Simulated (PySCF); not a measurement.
C₄H₂Au₂S₃, SMILES [Au][S]c1ccc([S][Au])s1, multiplicity 1. Heavy atoms are numbered as in [Au:1][S:2][c:3]1[cH:4][cH:5][c:6]([S:7][Au:8])[s:9]1. Hydrogens are named by the atom that carries them.

The structure is a stationary point at B3LYP-D3(BJ)/def2-SVP. The multiplicity is an assumed one; other spin states were not compared. The def2 effective core potentials stand for the cores of Au; spin–orbit coupling is left out. One conformer was computed; it need not be the lowest.

The numbers are results of PBE/def2-SVP (PySCF), not measurements.

ESP charges are fitted to the potential on shells at 1.4 to 2.0 van der Waals radii. Atomic charges (e), one atom of each kind:

| atom | Mulliken | ESP fit |
|---|---|---|
| Au1 | ___ | 0.13 |
| S2 | -0.03 | -0.22 |
| C3 | -0.21 | 0.13 |
| C4 (CH) | ___ | -0.14 |
| S9 | ___ | -0.05 |
| H on C4 | 0.01 | 0.13 |

**Question.** Fill in the missing entries. (Estimate from the structure and the level; the computed values follow.)

**Answer.** 
- Au1, Mulliken: 0.03
- C4 (CH), Mulliken: 0.09
- S9, Mulliken: 0.22
